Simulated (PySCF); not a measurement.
Removing an electron from `C=NCC(=C)C(=C)N=C`

Species: C₇H₁₀N₂.
Cartesian coordinates in Å at the PBE0-D3(BJ)/def2-SVP level; atoms count from 1:
```
atom  x, y, z in Å
C1     2.656   -1.312    1.023
N2     1.704   -0.490    1.110
C3     1.548    0.483    0.055
C4     0.235    0.344   -0.679
C5     0.228    0.094   -1.997
C6    -1.030    0.532    0.063
C7    -1.088    0.798    1.383
N8    -2.190    0.501   -0.729
C9    -3.171   -0.213   -0.372
H10    3.377   -1.318    0.179
H11    2.797   -2.069    1.808
H12    2.371    0.435   -0.686
H13    1.582    1.483    0.523
H14    1.162   -0.040   -2.550
H15   -0.711    0.041   -2.551
H16   -0.186    0.819    1.993
H17   -2.047    1.001    1.865
H18   -3.148   -0.865    0.523
H19   -4.095   -0.197   -0.967
```

Level: wB97X-D/def2-SVPD (PySCF). Frontier orbitals with their largest atomic shares (Löwdin; up to four atoms above 4 %):

| orbital | ε (eV) | main atoms |
| --- | --- | --- |
| HOMO−3 | -10.58 | N8 24 %, C9 18 %, C6 12 %, C4 12 % |
| HOMO−2 | -9.47 | N2 33 %, N8 12 %, C4 10 %, C5 10 % |
| HOMO−1 | -9.34 | N8 27 %, N2 23 %, C9 6 %, C5 6 % |
| HOMO | -8.26 | ? |
| LUMO | 0.68 | C7 20 %, C9 15 %, C5 13 %, N8 12 % |
| LUMO+1 | 1.25 | C1 17 %, N2 16 %, C9 16 %, N8 14 % |
| LUMO+2 | 1.61 | N2 20 %, C1 20 %, C5 9 %, N8 9 % |

Task: What vertical ionisation energy does ΔSCF give, and how far is −ε(HOMO) from it?

Result: ΔSCF: 8.28 eV (799 kJ/mol; threshold wavelength 150 nm); ⟨S²⟩ of the doublet left behind is 0.776, against 0.75 for a pure doublet. −ε(HOMO) is 8.26 eV, 0.02 eV below it. For the exact functional −ε(HOMO) would equal the first vertical ionisation energy; wB97X-D (range-separated hybrid) comes within 0.02 eV of that here. Holes in the HOMO−1 and HOMO−2 were tried too where these lie within 1.2 eV of the HOMO; the lowest converged state counts.

Task: On which atoms does the HOMO lie?

Result: C7 (terminal =CH2 carbon) 28 %, C6 (vinylic carbon bearing nitrogen) 19 %, C5 (terminal =CH2 carbon) 14 %, N8 (imine nitrogen) 11 %, so no atom holds as much as 40 %. The HOMO−1 lies 1.08 eV lower.

Task: Shift the occupied levels rigidly so that −ε(HOMO) equals the ΔSCF value. What binding energies result?

Result: The shift is +0.02 eV: HOMO 8.28, HOMO−1 9.36, HOMO−2 9.49, HOMO−3 10.60 eV. A rigid shift is only a rough guide to the deeper ionisations.

Task: With α = 103.7 au, estimate the like-pair dispersion coefficient by London's formula C6 = (3/4)α²I.

Result: I = 0.3041 Eh, so C6 ≈ 2450 au, a rough estimate.

One conformer (not necessarily the lowest) at the PBE0-D3(BJ)/def2-SVP geometry, without solvent, vibrations or thermal averaging.

Note: wB97X-D ran without an empirical dispersion term, which enters the total energy and its gradient alone.
